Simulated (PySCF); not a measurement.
# Nb²⁺ (niobium, charge +2) across methods

[Kr] 4d2 5s1, high-spin 4F determinant (an excited configuration). Calculation: PySCF 2.14, in aug-cc-pVDZ-PP with ECP28MDF; a scalar-relativistic core potential.

```tsv
method	E (hartree)	mean ε 4p β (eV)	mean ε 4d α (eV)	mean ε 5s α (eV)	Σ⟨r²⟩ (bohr²)	⟨S²⟩
MN15	-55.6266	-57.304	-24.560	-20.175	32.18	3.751
BLYP	-55.7148	-54.420	-22.739	-18.855	32.05	3.750
BHandHLYP	-55.6773	-58.932	-25.957	-20.163	32.15	3.751
r2SCAN	-55.7667	-55.374	-23.346	-19.102	32.08	3.751
PBE	-55.7438	-54.522	-22.932	-18.951	32.06	3.750
UHF	-55.32763	-62.381	-28.661	-21.155	32.62	3.753
LDA	-55.5765	-54.465	-22.795	-19.253	32.17	3.750
r2SCANh	-55.7564	-56.156	-23.935	-19.370	32.09	3.751
```

Task: Estimate the same row for PBE0.

Result: E (hartree) = -55.7347; mean ε 4p β (eV) = -56.793; mean ε 4d α (eV) = -24.531; mean ε 5s α (eV) = -19.616; Σ⟨r²⟩ (bohr²) = 32.09; ⟨S²⟩ = 3.751.

Energies and moments cover only the electrons outside the core potential.
